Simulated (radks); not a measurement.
Coulomb parameter of the 4f shell of neutral dysprosium in the model configuration [Xe] 4f8.5 5d1.5 6s2, as a second difference U = [E(n + 0.25) + E(n - 0.25) - 2 E(n)] / (0.25)^2 with all orbitals relaxed. "Bare": the charge of the atom changes with n. "Screened": the 5d shell takes up the change at fixed total charge, which measures U(4f,4f) + U(5d,5d) - 2 U(4f,5d). All-electron calculation, Dirac Kohn-Sham, BLYP, spin-unpolarised, spherical densities, point nucleus; open shells are shared between the two j in proportion to 2j + 1. Program: a radial shooting solver on a logarithmic mesh with Libxc functionals. Estimate both.

Answer. U(bare) = 14.328 eV, U(screened by 5d) = 5.708 eV, against the Slater integral F0(4f,4f) = 31.738 eV with frozen orbitals. The step up makes a negative ion, whose loosely bound charge lowers the bare value.
